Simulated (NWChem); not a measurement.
**Atomisation of phosphoric acid (H₃O₄P)**

```xyz
8

O      0.4876     0.0905     1.4746
P      0.0896    -0.0024    -0.0771
O      1.2079    -0.0317    -1.0393
O     -0.8931    -1.2707    -0.0886
O     -0.9446     1.2156    -0.2243
H      1.2697     0.6441     1.5954
H     -0.4019    -2.0835    -0.2642
H     -1.0741     1.4450    -1.1535
```
Charge 0, spin multiplicity 1.

All runs are NWChem calculations. All single points use one geometry, from PBE0/def2-SVP, a minimum by its harmonic frequencies. It is one conformer; others weren't searched.

Basis set: def2-TZVP. The atomisation energy is electronic alone: no zero-point, thermal, spin-orbit or counterpoise terms. No value is extrapolated to the basis-set limit. Free atoms are single determinants with multiplicities O 3, P 4, H 2.

The stability of the SCF solutions was not checked.

Task: One of these methods gave an atomisation energy of 704.5 kcal/mol. Which?
A) PBE0
B) LDA (SVWN5)
C) PBE
D) BHandHLYP

Result: D, BHandHLYP. The others give 906.6 (LDA (SVWN5)), 744.6 (PBE0), 774.8 (PBE).
